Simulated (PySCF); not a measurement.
**Orbital picture of CoH**

PBE at R = 1.532 Å; PySCF, no relativity, basis sets Co def2-TZVPP, H def2-TZVPP. State: triplet, unpaired electrons π ↑, δ ↑, a mixture of terms (⟨Lz²⟩ = 4.3). Only the outer orbitals are listed, counted within each symmetry.

```tsv
spin	orbital	occ.	ε (eV)	on Co (%)	main shells (%)
α	6σ	1	-7.83	58	42 H s, 40 Co d, 16 Co s
α	3π	1	-6.73	100	100 Co d
α	1δ	1	-6.37	98	96 Co d
α	3π	1	-5.54	100	100 Co d
α	1δ	1	-5.43	100	100 Co d
α	7σ	1	-5.21	91	55 Co d, 35 Co s, 9 H s
α	8σ	0	-2.88	76	41 Co s, 30 Co p, 24 H s
α	4π	0	-0.36	99	99 Co p
α	4π	0	-0.27	99	99 Co p
β	2π	1	-59.92	100	100 Co p
β	2π	1	-59.80	100	100 Co p
β	6σ	1	-7.47	43	57 H s, 22 Co d, 18 Co s
β	3π	1	-4.48	100	100 Co d
β	1δ	1	-4.44	100	100 Co d
β	7σ	1	-4.40	97	66 Co d, 31 Co s
β	3π	0	-3.54	100	100 Co d
β	1δ	0	-3.28	100	84 Co d, 14 Co s
β	8σ	0	-2.45	78	32 Co s, 25 Co p, 22 H s
```

**Question.** Which are the highest filled and the lowest empty level, where do they sit, and how wide is the gap?

**Answer.** Highest filled β 7σ at -4.40 eV (in %: 66 Co d, 31 Co s); lowest empty β 3π at -3.54 eV (in %: 100 Co d); the gap at PBE is 0.86 eV.

The bond order (Mayer) is 1.03. The ⟨S²⟩ is 2.016. The charge on Co (Mulliken, basis-dependent) is 0.14 and the charge on Co (Löwdin, basis-dependent) is 0.16. The dipole moment (positive dipole means Co(−)H(+)) is -2.38 D and the polarisability along the bond is 40.1 bohr³. The polarisability across the bond is 35.8 bohr³.

With d or f electrons several states lie close, and the lowest PBE0 determinant need not be the measured ground state.
